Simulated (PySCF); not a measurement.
# Silver: a sound run and one with changed settings

Sound run: Ag [Kr] 4d10 5s1, Ag⁺ [Kr] 4d10. Calculation: PySCF 2.14, in def2-SVP with the def2 core potential (28 electrons) (5s3p2d1f, 31 functions); a scalar-relativistic core potential. In the sound run the correlated levels freeze 4s2 4p6 outside the core potential. The sound run starts from symmetry-adapted Hartree-Fock orbitals and uses a fine grid where one is needed.

Changed run: initial guess atom, at most 8 SCF cycles. This setting is unsound on purpose.

```
species   method  sound run (hartree)  changed run (hartree)  converged
     Ag      UHF           -146.08410             -146.08410        yes
     Ag     PBE0           -146.93029             -146.93029        yes
     Ag   M06-2X           -146.86754             -146.86754        yes
     Ag      MP2           -146.31443             -146.31443        yes
     Ag  CCSD(T)           -146.31244             -146.31244        yes
    Ag⁺      UHF           -145.85043             -145.85043        yes
    Ag⁺     PBE0           -146.64876             -146.64876        yes
    Ag⁺   M06-2X           -146.59452             -146.59452        yes
    Ag⁺      MP2           -146.05653             -146.05653        yes
    Ag⁺  CCSD(T)           -146.05383             -146.05383        yes
```

Ionisation energy of Ag:

```
 method  sound run (eV)  changed run (eV)
    UHF           6.358             6.358
   PBE0           7.661             7.661
 M06-2X           7.429             7.429
    MP2           7.018             7.018
SCS-MP2           6.920             6.920
   CCSD           6.992             6.992
CCSD(T)           7.037             7.037
```

Here the setting changes nothing at the digits shown.

For comparison, NIST gives 7.576 eV between the lowest levels.
